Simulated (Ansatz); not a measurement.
A single point on C$_{6}$H$_{14}$O$_{2}$Si, SMILES `CC(C)O[Si]OC(C)C`.

```yaml
crystal:
  periodic: [false, false, false]
  atoms:
    - {symbol: C, position_ang: [0.574539, -2.342426, -1.978508]}
    - {symbol: C, position_ang: [-0.049285, -1.150094, -1.285230]}
    - {symbol: C, position_ang: [-1.563180, -1.188697, -1.326944]}
    - {symbol: O, position_ang: [0.411212, 0.027690, -1.928899]}
    - {symbol: Si, position_ang: [0.799236, 1.591707, -1.614796]}
    - {symbol: O, position_ang: [0.549970, 1.892737, -0.020245]}
    - {symbol: C, position_ang: [0.098471, 1.263223, 1.168620]}
    - {symbol: C, position_ang: [1.276277, 0.635880, 1.885785]}
    - {symbol: C, position_ang: [-0.602657, 2.302573, 2.016933]}
    - {symbol: H, position_ang: [1.663489, -2.281700, -1.940647]}
    - {symbol: H, position_ang: [0.268996, -2.369621, -3.027000]}
    - {symbol: H, position_ang: [0.261760, -3.273408, -1.499759]}
    - {symbol: H, position_ang: [0.282204, -1.138497, -0.239808]}
    - {symbol: H, position_ang: [-1.991470, -0.320181, -0.821413]}
    - {symbol: H, position_ang: [-1.939420, -2.090805, -0.838676]}
    - {symbol: H, position_ang: [-1.909004, -1.184737, -2.363233]}
    - {symbol: H, position_ang: [-0.622506, 0.479558, 0.905975]}
    - {symbol: H, position_ang: [0.950873, 0.147572, 2.807430]}
    - {symbol: H, position_ang: [1.766432, -0.110171, 1.256122]}
    - {symbol: H, position_ang: [2.011198, 1.403164, 2.140080]}
    - {symbol: H, position_ang: [0.092639, 3.102374, 2.282093]}
    - {symbol: H, position_ang: [-1.438813, 2.742754, 1.471021]}
    - {symbol: H, position_ang: [-0.985861, 1.854305, 2.936700]}
basis:
  gaussian: {orbitals: def2-TZVPP}
hamiltonian: {xc: pbe}
correlation: {method: rpa}
```

```sh
$ ansatz run in.yaml --threads 4 --pin off --events-out ev --progress --plain --max-ram 66560MiB --backend cuda --devices 0, --max-vram 37GiB
```

Shortened log:

```
Functional definition: PBE
2857 factors; integrals over basis functions are off by at most 1.1e-3 eV
mean field evaluation 1: about -18378.7333 eV, gradient 1.2e2 eV
mean field evaluation 2: about -18378.7248 eV, gradient 1.2e2 eV
mean field evaluation 4: about -18405.3981 eV, gradient 5.2e1 eV
mean field evaluation 8: about -18410.8613 eV, gradient 4.8e-1 eV
mean field evaluation 16: about -18410.8611 eV, gradient 5.4e-4 eV
mean field -18410.86108379 eV, -676.5866654994 hartree, gradient 4.4e-6 eV, S^2 0.000000; 0 other end points of the search recorded, 0 dependent functions left out
13 core orbitals not correlated: weight in the atoms' cores, before any rotation towards them, 1.000 or more for the frozen orbitals, at most 0.000 for the correlated occupied ones
reference -18344.39866505 eV, -674.1442166607 hartree; 27, 27 occupied and 446, 446 virtual orbitals, 2857 factors
Total energy: -18416.93897631 eV, -676.8100239297 hartree
```

It took 9 s on 4 threads of an AMD EPYC 7R13 on a shared host and a share of an NVIDIA H100 80 GB, with 2.6 GiB of host memory at the peak.
